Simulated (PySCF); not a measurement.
# Structure elucidation problem

Molecular formula: C₂H₉FO₂Si₄. Simulated spectra:

1H NMR (500 MHz, computed): δ 5.98 (m, 2H), 5.87 (m, 2H), 5.84 (m, 1H), 5.38 (m, 1H), 5.23 (s, 3H).

13C{1H} NMR (computed): δ 180.4 (C), 113.2 (CH2).

[PySCF: NMR shieldings at PBE0/pcSseg-1/GIAO; coordinates at the GFN2-xTB level; averaged over atoms made equivalent by symmetry, fast rotation or ring inversion; no solvent model; no relativistic terms; single conformer]

δ = σ(ref) − σ, references computed at the same level: 1H (σref 31.72), 13C (σref 186.93) against TMS.

What is the structure?

Results:


1. The formula gives 2 degrees of unsaturation (1 ring in the answer).
2. 2 carbon signals for 2 carbons: no two carbons are equivalent.
3. Carbon types of the structure: 1 × C, 1 × CH2, leaving 7 H on heteroatoms.
4. δC 180.4: fully substituted alkene carbon.
5. δC 113.2: terminal =CH2 carbon; as expected for a trigonal carbon in a double bond.
6. δH 5.98, 5.87: hydrogen on a silicon bonded to O, Si, in a 4-membered ring.
7. δH 5.84, 5.38: hydrogen on a terminal =CH2 carbon; olefinic region.
8. δH 5.23: hydrogen on a silicon bonded to O.

Structure: `InChI=1S/C2H9FO2Si4/c1-2(3)9(4-6)7-5-8-9/h1,7-8H2,6H3`.

This is the structure that produced the data.

Splittings by 19F in the carbon and heteronuclear signals aren't shown, as no couplings were computed. Shifts are as computed. Against solution values, carbons near 30 ppm lie about +3 ppm off and those near 130 ppm about +5 ppm. Of 1211 compounds with measured shifts, 218 miss one by over three times the rms of a fit or turn the order of signals round; such compounds aren't used in these exercises. No couplings were computed; multiplicities are counted from neighbouring protons, with m where these are inequivalent, close in shift, in a saturated or five-membered ring or joined by F or P, and br s for small geminal =CH2 splittings.
